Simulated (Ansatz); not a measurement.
Two members of one family (Series CuX(NH3)), computed with Ansatz in the gas phase. Binding counts from free atoms in the multiplicity of their measured ground term, without zero-point energy. Names give formal oxidation states. A dash marks a value that wasn't run or was left out as unsound. The structures are stationary points that may keep the symmetry of their start.

First: Cu(NH3)Me (singlet, charge 0, PBE0-D4/def2-TZVP geometry).

```xyz
9

Cu    0.018   -0.003   -0.014
N    -1.522    0.256    1.199
H    -1.938   -0.632    1.458
H    -2.243    0.820    0.760
H    -1.240    0.726    2.053
C     1.499   -0.253   -1.181
H     2.304   -0.809   -0.688
H     1.913    0.707   -1.509
H     1.209   -0.812   -2.077
```

| level | HOMO (eV) | LUMO (eV) | gap (eV) | vertical IE (eV) | vertical triplet (eV) | binding per atom (eV) |
| --- | --- | --- | --- | --- | --- | --- |
| PBE-D4/def2-SVP | -4.00 | -0.80 | 3.20 | – | – | 3.43 |
| r2SCAN-D4/def2-TZVP | -4.41 | -0.54 | 3.87 | 7.55 | 3.80 | 3.33 |
| r2SCANh-D4/def2-TZVP | -4.83 | -0.31 | 4.53 | – | – | 3.31 |
| PBE0-D4/def2-TZVP | -5.39 | -0.38 | 5.02 | 7.55 | 3.78 | 3.30 |
| PBE0-D4/def2-TZVPD | -5.43 | -0.74 | 4.68 | – | – | 3.30 |

Metal–donor distances: 1 × N 1.98 Å, 1 × C 1.90 Å.

Second: Cu(NH3)(SiH3) (singlet, charge 0, PBE0-D4/def2-TZVP geometry).

Cartesian coordinates in Å:
```
Cu -0.123 0.042 0.152
N -1.350 0.458 1.685
H -1.342 -0.285 2.376
H -2.308 0.574 1.371
H -1.077 1.315 2.155
Si 1.263 -0.429 -1.577
H 1.216 0.563 -2.703
H 1.002 -1.746 -2.247
H 2.717 -0.491 -1.213
```

Problem. Estimate the same table for the second.

Solution. 
| level | HOMO (eV) | LUMO (eV) | gap (eV) | vertical IE (eV) | vertical triplet (eV) | binding per atom (eV) |
| --- | --- | --- | --- | --- | --- | --- |
| PBE-D4/def2-SVP | -4.64 | -1.11 | 3.53 | – | – | 3.01 |
| r2SCAN-D4/def2-TZVP | -5.05 | -0.80 | 4.25 | 7.95 | 4.22 | 2.96 |
| r2SCANh-D4/def2-TZVP | -5.46 | -0.58 | 4.88 | – | – | 2.94 |
| PBE0-D4/def2-TZVP | -5.90 | -0.65 | 5.25 | 7.94 | 4.24 | 2.91 |
| PBE0-D4/def2-TZVPD | -5.92 | -0.98 | 4.94 | – | – | 2.92 |

Metal–donor distances: 1 × N 2.01 Å, 1 × Si 2.27 Å.
